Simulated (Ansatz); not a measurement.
# Molecular dynamics of Mg12H

input.yaml

```yaml
accuracy: low
crystal:
  lattice:
    - [6.42, 0.0, 0.0]
    - [-4.815, 8.339825, 0.0]
    - [0.0, 0.0, 5.21304]
  atoms:
    - { symbol: Mg, position: [0.00026584, 0.00144232, -0.00064576] }
    - { symbol: Mg, position: [0.16776445, 0.22242311, 0.50468718] }
    - { symbol: Mg, position: [-2.329e-05, 0.3331723, 0.00189862] }
    - { symbol: Mg, position: [0.16690647, 0.55632884, 0.50298879] }
    - { symbol: Mg, position: [0.00218384, 0.66624824, -0.00565687] }
    - { symbol: Mg, position: [0.16826425, 0.88776098, 0.50706234] }
    - { symbol: Mg, position: [0.49975742, -0.00090618, -0.00259012] }
    - { symbol: Mg, position: [0.666719, 0.22257616, 0.49859838] }
    - { symbol: Mg, position: [0.49903202, 0.33334418, -0.00481448] }
    - { symbol: Mg, position: [0.666443, 0.55432519, 0.5001745] }
    - { symbol: Mg, position: [0.49865413, 0.66784817, -0.00741773] }
    - { symbol: Mg, position: [0.66435783, 0.88933984, 0.50539023] }
    - { symbol: H, position: [0.33591486, 0.78255704, 0.24188642] }
basis:
  ecutwfc: 420.0
kpoints:
  mp_grid: { grid: [2, 2, 2] }
hamiltonian:
  xc: pbe
  dispersion: d3bj
scf:
  occupations: { method: fermi_dirac, width: 0.1 }
  lower_state_search: "off"
md:
  timestep: 0.5
  n_steps: 130
  ensemble: nvt_nose_hoover
  temperature: 1200.0
  initial_velocities: maxwell_boltzmann
  seed: 851770
  nose_hoover: { tau: 50.0, chain_length: 3 }
```

Run as:

```bash
$ ansatz run input.yaml --threads 1 --pin off --max-ram 3072MiB --backend cpu --events-out ev --progress --plain --runs-dir out
```

It starts from a relaxed structure.

Output, in part (step lines):

```
md step     0: t =     0.00 fs  T =  1200.0 K  F+E_penalty+E_count = -23104.59627640 eV  E_kin = 1.861344 eV  conserved = -23102.73493242 eV  (8 SCF iters)
[... lines left out ...]
```

The steps, from the saved trajectory:

```csv
time (fs),T (K),potential energy less start (eV),conserved less start (meV/atom)
0.0,1200,0.000,0.00
2.0,1194,0.009,0.00
4.0,1174,0.040,0.00
6.0,1137,0.097,0.00
8.0,1083,0.181,0.00
10.0,1016,0.287,0.00
12.0,947,0.395,0.01
14.0,888,0.490,0.01
16.0,841,0.567,0.00
18.0,796,0.641,0.00
20.0,745,0.725,0.00
22.0,687,0.822,0.00
24.0,623,0.929,0.00
26.0,557,1.040,0.00
28.0,489,1.154,0.00
30.0,422,1.268,0.01
32.0,358,1.376,0.01
34.0,310,1.461,0.02
36.0,288,1.504,0.02
38.0,295,1.503,0.01
40.0,322,1.475,0.01
42.0,357,1.436,0.01
44.0,397,1.392,0.01
46.0,445,1.341,0.01
48.0,500,1.281,0.01
50.0,561,1.216,0.01
52.0,627,1.148,0.01
54.0,695,1.081,0.01
56.0,762,1.018,0.00
58.0,823,0.966,0.00
60.0,873,0.932,0.00
62.0,909,0.920,0.00
64.0,932,0.924,0.01
```

All steps were run. The conserved energy stayed within 0.017 meV per atom of its start (net change 0.0075 meV per atom), so the integration is sound. The mean temperature of the second half is 53 % below the set value. A run of 0.065 ps of so small a system gives no equilibrium averages. Limits of this set-up: coarse k mesh, odd electron count without spin, low accuracy level.

Mean squared displacements from the first frame to the last, about the centre of mass: Mg 0.12 Å², H 0.83 Å².

Last frame:

```xyz
13
Lattice="6.4200 0.0000 0.0000 -4.8150 8.3398 0.0000 0.0000 0.0000 5.2130" Properties=species:S:1:pos:R:3
Mg 0.018 0.094 0.200
Mg 0.322 1.847 2.811
Mg -1.368 2.868 -0.169
Mg -2.016 4.886 2.482
Mg -3.566 5.590 -0.368
Mg -3.334 7.616 2.562
Mg 3.455 -0.228 0.081
Mg 3.532 1.717 2.689
Mg 1.815 2.641 0.151
Mg 1.236 4.681 2.480
Mg -0.139 5.470 -0.070
Mg 0.051 7.316 2.824
H -1.725 6.186 0.426
```

The run took 7.7 min on 1 thread of Arm Neoverse V2, on a shared host, peak memory 0.59 GiB.
